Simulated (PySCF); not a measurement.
In(H)(Br)(vinyl) (C2H4BrIn), SMILES C=[CH][InH][Br].

The structure is a stationary point at PBE0-D3(BJ)/def2-SVP. The def2 effective core potentials stand for the cores of In; spin–orbit coupling is left out. One conformer was computed; it need not be the lowest.

The numbers are results of PySCF with TDA-ωB97X/def2-SVPD, not measurements.

Vertical excitations.  State labels are in the subgroup Cs.

Computed excitation energies, oscillator strengths and character:
```json
[
 {"state": "S1", "symmetry": "A\"", "energy (eV)": "4.93", "λ (nm)": "251", "f": "0.000", "main pairs": "HOMO→LUMO 85 %"},
 {"state": "S2", "symmetry": "A\"", "energy (eV)": "5.75", "λ (nm)": "215", "f": "0.002", "main pairs": "HOMO−2→LUMO 82 %"},
 {"state": "S3", "symmetry": "A'", "energy (eV)": "5.88", "λ (nm)": "211", "f": "0.066", "main pairs": "HOMO−1→LUMO 90 %"},
 {"state": "S4", "symmetry": "A\"", "energy (eV)": "6.14", "λ (nm)": "202", "f": "0.002", "main pairs": "HOMO−4→LUMO 89 %"},
 {"state": "S5", "symmetry": "A'", "energy (eV)": "6.22", "λ (nm)": "199", "f": "0.065", "main pairs": "HOMO→LUMO+1 74 %"},
 {"state": "S6", "symmetry": "A\"", "energy (eV)": "6.43", "λ (nm)": "193", "f": "0.037", "main pairs": "HOMO−1→LUMO+1 82 %"},
 {"state": "S7", "symmetry": "A'", "energy (eV)": "6.49", "λ (nm)": "191", "f": "0.187", "main pairs": "HOMO−3→LUMO 94 %"},
 {"state": "S8", "symmetry": "A\"", "energy (eV)": "6.90", "λ (nm)": "180", "f": "0.007", "main pairs": "HOMO→LUMO+3 39 %, HOMO−2→LUMO+3 32 %, HOMO−4→LUMO+3 10 %"},
 {"state": "S9", "symmetry": "A\"", "energy (eV)": "7.29", "λ (nm)": "170", "f": "0.047", "main pairs": "HOMO−3→LUMO+1 63 %, HOMO−3→LUMO+4 19 %"},
 {"state": "S10", "symmetry": "A'", "energy (eV)": "7.45", "λ (nm)": "166", "f": "0.754", "main pairs": "HOMO−2→LUMO+1 46 %, HOMO→LUMO+4 14 %, HOMO−3→LUMO+3 12 %, HOMO→LUMO+1 8 %"},
 {"state": "T1", "symmetry": "A'", "energy (eV)": "4.21", "λ (nm)": "295", "f": "0", "main pairs": "HOMO−3→LUMO 42 %, HOMO−3→LUMO+3 36 %, HOMO−1→LUMO 9 %"},
 {"state": "T2", "symmetry": "A\"", "energy (eV)": "4.65", "λ (nm)": "266", "f": "0", "main pairs": "HOMO→LUMO 71 %, HOMO−2→LUMO 15 %"},
 {"state": "T3", "symmetry": "A\"", "energy (eV)": "5.50", "λ (nm)": "225", "f": "0", "main pairs": "HOMO−2→LUMO 68 %, HOMO→LUMO 17 %"},
 {"state": "T4", "symmetry": "A'", "energy (eV)": "5.53", "λ (nm)": "224", "f": "0", "main pairs": "HOMO−1→LUMO 82 %"}
]
```
Triplets are in the Tamm–Dancoff approximation.
